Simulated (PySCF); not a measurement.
## Checking a proposed structure

A compound C₆H₁₁NSi₂ gives the data below (simulated from a calculation) and was assigned the structure `c1ccn(C2[SiH2]C[SiH2]2)c1`.

13C{1H} NMR (computed): δ 82.9 (C), 79.2 (C), 78.2 (C), 72.1 (C), 43.6 (CH2), 5.6 (CH3).

1H NMR (500 MHz, computed): δ 4.72 (s, 6H), 3.88 (s, 2H), 2.17 (s, 3H).

- structure optimised with GFN2-xTB
- GIAO PBE0/pcSseg-1 shieldings
- run in PySCF
- equivalent nuclei averaged, no relativistic terms, single conformer, isolated molecule

Shifts are taken against calculated references (same method and geometry level): 1H (σ = 31.72 ppm) and 13C (σ = 186.93 ppm) vs TMS.

(1) Compare with the shifts computed for the proposed structure, pairing carbons in order of shift.

(2) Which isomer fits?

Answers

(1) Atom-mapped SMILES (the numbers label the heavy atoms): `[cH:1]1[cH:2][cH:3][n:4]([CH:5]2[SiH2:6][CH2:7][SiH2:8]2)[cH:9]1`; H(Xn) means a hydrogen on atom n.

| atom | computed for proposal | given list | difference |
| --- | --- | --- | --- |
| C3 | 122.3 | 82.9 | +39.4 |
| C9 | 122.3 | 79.2 | +43.1 |
| C1 | 114.0 | 78.2 | +35.8 |
| C2 | 114.0 | 72.1 | +41.9 |
| C5 | 43.3 | 43.6 | -0.3 |
| C7 | -9.8 | 5.6 | -15.4 |

The rms difference is 33.4 ppm and the largest +43.1 ppm at C9 (aromatic CH next to a ring nitrogen). The proposal also would give 4 carbon signals, not 6. The carbon types in order of shift don't match either: CH, CH, CH, CH, CH, CH2 for the proposal against C, C, C, C, CH2, CH3 in the data. The proposal doesn't fit.

(2) `C(C#CC#CC)N([SiH3])[SiH3]`.

- Carbon types of the structure: 4 × C, 1 × CH2, 1 × CH3, leaving 6 H on heteroatoms.
- δC 82.9, 79.2, 78.2, 72.1: alkyne carbon; sp carbons lie upfield of alkene carbons because the cylindrical π system leaves one tensor component strongly shielded.
- δC 43.6: propargylic sp3 CH2 bonded to N; deshielded by the electronegative neighbour.
- δC 5.6: propargylic methyl carbon; a saturated carbon with 1 carbon neighbour and no heteroatom attached.
- δH 3.88: hydrogen on a propargylic sp3 CH2 bonded to N; its carbon carries N, which withdraws density.

Other isomers checked: N#CCC1=C(C[SiH3])C[SiH2]1 (rms 52.0 ppm).

This is the structure that produced the data.

Shifts are as computed. Against solution values, carbons near 30 ppm lie about +3 ppm off and those near 130 ppm about +5 ppm. Of 1211 compounds with measured shifts, 218 miss one by over three times the rms of a fit or turn the order of signals round; such compounds aren't used in these exercises. Multiplicities follow the n + 1 count of equivalent neighbours, as no J values were calculated; m marks all less simple cases, F and P coupling included.
